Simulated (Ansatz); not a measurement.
Cs₃Ge₃Br₉. The state is a singlet with charge 0. Geometry PBE-D4/def2-SVP.

```xyz
15

Cs   -3.357   -0.337    1.737
Cs    1.136    1.376   -0.918
Cs   -2.056    1.896   -4.568
Ge   -0.398   -1.811    5.465
Ge    1.977    2.837   -5.295
Ge    0.625   -2.082    1.795
Br    0.086    0.329    2.485
Br   -2.097   -2.875    3.905
Br    1.330    0.514   -4.500
Br    0.239    3.068   -7.054
Br    0.713    4.053   -3.443
Br   -0.279   -3.545    7.109
Br    2.707   -1.580    0.561
Br    1.740   -2.672    4.025
Br   -2.368    0.830   -1.307
```

In the def2 sets Cs takes a core potential; there is no spin–orbit coupling. Single mean-field runs in def2-SVP, def2-TZVP are fitted with def2-universal-jkfit. Another isomer (singlet) lies 0.34 eV lower at PBE0-D4/def2-TZVP; other spin states weren't run for this one.

(1) Estimate the orbital energies around the gap (eV) in Ansatz with LDA (SPW92)/def2-TZVP, PBE-D4/def2-SVP, PBE-D4/def2-TZVP, r2SCAN-D4/def2-TZVP, PBE0-D4/def2-TZVP.

## Answers

(1) 
```json
{"orbital": "HOMO−5", "LDA (SPW92)/def2-TZVP": "-6.57", "PBE-D4/def2-SVP": "-6.20", "PBE-D4/def2-TZVP": "-6.35", "r2SCAN-D4/def2-TZVP": "-6.63", "PBE0-D4/def2-TZVP": "-7.54"}
{"orbital": "HOMO−4", "LDA (SPW92)/def2-TZVP": "-6.43", "PBE-D4/def2-SVP": "-6.05", "PBE-D4/def2-TZVP": "-6.21", "r2SCAN-D4/def2-TZVP": "-6.51", "PBE0-D4/def2-TZVP": "-7.41"}
{"orbital": "HOMO−3", "LDA (SPW92)/def2-TZVP": "-6.32", "PBE-D4/def2-SVP": "-6.00", "PBE-D4/def2-TZVP": "-6.10", "r2SCAN-D4/def2-TZVP": "-6.41", "PBE0-D4/def2-TZVP": "-7.30"}
{"orbital": "HOMO−2", "LDA (SPW92)/def2-TZVP": "-6.30", "PBE-D4/def2-SVP": "-5.92", "PBE-D4/def2-TZVP": "-6.08", "r2SCAN-D4/def2-TZVP": "-6.35", "PBE0-D4/def2-TZVP": "-7.07"}
{"orbital": "HOMO−1", "LDA (SPW92)/def2-TZVP": "-6.22", "PBE-D4/def2-SVP": "-5.91", "PBE-D4/def2-TZVP": "-5.99", "r2SCAN-D4/def2-TZVP": "-6.23", "PBE0-D4/def2-TZVP": "-6.96"}
{"orbital": "HOMO", "LDA (SPW92)/def2-TZVP": "-6.17", "PBE-D4/def2-SVP": "-5.83", "PBE-D4/def2-TZVP": "-5.95", "r2SCAN-D4/def2-TZVP": "-6.21", "PBE0-D4/def2-TZVP": "-6.95"}
{"orbital": "LUMO", "LDA (SPW92)/def2-TZVP": "-2.62", "PBE-D4/def2-SVP": "-2.23", "PBE-D4/def2-TZVP": "-2.33", "r2SCAN-D4/def2-TZVP": "-2.24", "PBE0-D4/def2-TZVP": "-1.65"}
{"orbital": "LUMO+1", "LDA (SPW92)/def2-TZVP": "-2.50", "PBE-D4/def2-SVP": "-2.08", "PBE-D4/def2-TZVP": "-2.20", "r2SCAN-D4/def2-TZVP": "-2.09", "PBE0-D4/def2-TZVP": "-1.53"}
{"orbital": "LUMO+2", "LDA (SPW92)/def2-TZVP": "-2.24", "PBE-D4/def2-SVP": "-1.84", "PBE-D4/def2-TZVP": "-1.95", "r2SCAN-D4/def2-TZVP": "-1.81", "PBE0-D4/def2-TZVP": "-1.25"}
{"orbital": "LUMO+3", "LDA (SPW92)/def2-TZVP": "-2.13", "PBE-D4/def2-SVP": "-1.71", "PBE-D4/def2-TZVP": "-1.85", "r2SCAN-D4/def2-TZVP": "-1.67", "PBE0-D4/def2-TZVP": "-1.13"}
{"orbital": "LUMO+4", "LDA (SPW92)/def2-TZVP": "-2.01", "PBE-D4/def2-SVP": "-1.62", "PBE-D4/def2-TZVP": "-1.71", "r2SCAN-D4/def2-TZVP": "-1.55", "PBE0-D4/def2-TZVP": "-1.02"}
{"orbital": "LUMO+5", "LDA (SPW92)/def2-TZVP": "-1.98", "PBE-D4/def2-SVP": "-1.58", "PBE-D4/def2-TZVP": "-1.70", "r2SCAN-D4/def2-TZVP": "-1.53", "PBE0-D4/def2-TZVP": "-0.99"}
```
